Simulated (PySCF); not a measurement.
C3H6BFO2, SMILES OB(O)C1(F)CC1.

The structure is a stationary point at B3LYP-D3(BJ)/def2-SVP. This is a generated structure with no PubChem entry under its InChIKey; it may be hypothetical. The values are those of a single conformer.

Computed with PySCF with TDA-PBE/def2-SVPD.

Vertical excitations. Isolated molecule, no solvent. State labels are in the subgroup Cs.

Computed excitation energies, oscillator strengths and character:
```tsv
state	symmetry	energy (eV)	λ (nm)	f	main pairs
S1	A"	6.30	197	0.003	HOMO→LUMO 100 %
S2	A'	6.48	191	0.011	HOMO−1→LUMO 100 %
S3	A"	7.07	175	0.000	HOMO→LUMO+2 95 %
S4	A'	7.19	172	0.136	HOMO→LUMO+1 87 %
S5	A"	7.19	172	0.001	HOMO−1→LUMO+1 92 %
S6	A'	7.26	171	0.001	HOMO−1→LUMO+2 96 %
S7	A"	7.36	169	0.000	HOMO−2→LUMO 100 %
S8	A"	7.49	166	0.020	HOMO→LUMO+3 100 %
S9	A'	7.71	161	0.051	HOMO−1→LUMO+3 96 %
S10	A"	7.90	157	0.001	HOMO→LUMO+4 97 %
T1	A"	6.25	198	0	HOMO→LUMO 100 %
T2	A'	6.42	193	0	HOMO−1→LUMO 100 %
T3	A'	6.54	190	0	HOMO→LUMO+1 99 %
T4	A"	6.66	186	0	HOMO−1→LUMO+1 98 %
```
Triplets are in the Tamm–Dancoff approximation.
